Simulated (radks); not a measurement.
Tc42+, configuration 1s1.

All-electron calculation, non-relativistic Kohn-Sham, exchange-only PBE, spin-polarised, spherical densities, point nucleus; open shells are filled with parallel spins first (spin-orbit coupling, left out, can overturn this in heavy ions); relativity is left out, which matters for an element this heavy. Program: a radial shooting solver on a logarithmic mesh with Libxc functionals.

Energy parts (hartree):
total: -924.21873
kinetic: 924.21873
electron-nucleus: -1848.71794
Hartree: 13.43113
exchange: -13.15065

Orbitals (lengths in bohr, moments of r in powers of bohr; r(max) is where P^2 peaks; r(90%) holds 90 % of the orbital's charge):
orbital,occ.,eigenvalue (hartree),<r^2>,r(90%),r(max),<r>
1s up,1,-914.3958,0.001625,0.0620,0.02325,0.03491

The highest occupied level is 1s up at -24882 eV. Spin moment in Bohr magnetons: 1.
